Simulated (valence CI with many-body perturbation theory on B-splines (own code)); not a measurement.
# Questions on Au38+

Calculated by configuration interaction combined with many-body perturbation theory (CI+MBPT): five valence electrons over a frozen Dirac-Fock core [Kr], a basis of 7 s, 7 p, 8 d, 6 f, 4 g, 1 h functions for each j, with the one-electron correlation potential Σ1 (screened to all orders), the two-electron term Σ2, the three-electron term Σ3, Breit, model QED; selected single and double excitations, second order for the rest, scaled by the run's own slope (own B-spline code, finite nucleus).

No measured spectrum was set against this ion. As an estimate, large intervals hold to a few tenths of a per cent, small ones and those within an open d or f shell to about a per cent. Among the levels kept, up to 400 cm⁻¹ of a level comes from second order outside the variational space, and about a tenth of that is noise between levels of different J, which matters for small intervals. Only levels of the ground parity were solved; by the run's estimate the other parity begins above the list, which can be wrong where configurations are misplaced.

Levels are named by their leading jj configuration (3d3/2^4 stands for four electrons in 3d with j = 3/2), which in mixed levels can hold well under half, so a name can repeat and another be missing.

Rates and lifetimes use the calculated energies. Strong lines usually hold to 10 to 20 %, long lifetimes can be off by a factor of two.

Q: What is the ground level?

A: (4d3/2^4 4d5/2) J=5/2, composition 26 % 4d5 4P + 24 % 4d5 2D + 16 % 4d5 2F, g = 1.311.

Q: What is the ionisation energy?

A: 1759.8 eV; NIST lists 1758 ± 4 eV (theoretical).

Q: How well does LS coupling describe the low levels?

A: Among the lowest 20 levels the leading LS term, summed over configurations, holds 48 % on average. For single configurations the figures are 48 % in LS and 96 % in jj coupling. Terms mix most in the J = 5/2 level at 0 cm⁻¹, where the leading one holds 26 %.
